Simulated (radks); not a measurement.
Values are calculated unless marked as measured or tabulated.
Excited configurations of Xe XXIV: one electron is placed in a higher orbital outside [Ar] 3d10 4s2. The ground configuration is [Ar] 3d10 4s2 4p1. Code: a radial shooting solver on a logarithmic mesh with Libxc functionals. Model: scalar-relativistic Kohn-Sham, PBEsol, spin-polarised, spherical densities, point nucleus; open shells are filled with parallel spins first (spin-orbit coupling, left out, can overturn this in heavy ions). Excitation = E - E(ground); binding = E(ion) - E, where the ion is the core of charge +24; n* = 24/sqrt(2 binding) in atomic units. These energies are relativistic, and a one-electron ion of charge +24 with no core already has n* below n in this formula (scalar-relativistic equation, point nucleus: 4d 3.997, 4f 3.998, 5s 4.987, 5d 4.996, 6s 5.986, 6p 5.992, 6d 5.996, 6f 5.998, 7s 6.986, 7p 6.991, 7d 6.996, 7f 6.997). The quantum defect is therefore taken as that value minus n*, so that it holds no relativistic shift of the bare ion.

outer orbital  excitation (eV)  binding (eV)     n*  quantum defect  eigenvalue (eV)  <r> (bohr)
4d                      93.262        633.03  3.519           0.478          -617.11      0.6662
4f                      189.61        536.68  3.821           0.177          -519.79      0.6529
5s                      274.51        451.78  4.165           0.822          -443.55       1.095
5d                      345.84        380.45  4.539           0.458          -372.77       1.177
6s                      432.27        294.02  5.163           0.824          -288.68       1.679
6p                      447.89        278.41  5.306           0.686          -273.23       1.733
6d                      470.61        255.69  5.536           0.459          -250.66       1.806
6f                      492.80        233.49  5.793           0.204          -228.51       1.851
7s                      519.63        206.66  6.158           0.828          -203.10       2.385
7p                      528.94        197.35  6.302           0.690          -193.88       2.458
7d                      542.56        183.73  6.531           0.465          -180.37       2.559
7f                      555.85        170.45  6.781           0.217          -167.14       2.632

The Delta-SCF ionisation energy is 726.29 eV (NIST Atomic Spectra Database: 736 eV, theoretical). Self-interaction in the functional shifts the binding energies and quantum defects, so they are the method's values and not measured ones. Open shells are spherical and high-spin; term and fine-structure splittings are not resolved. Spin-orbit splitting is averaged out at the scalar-relativistic level.
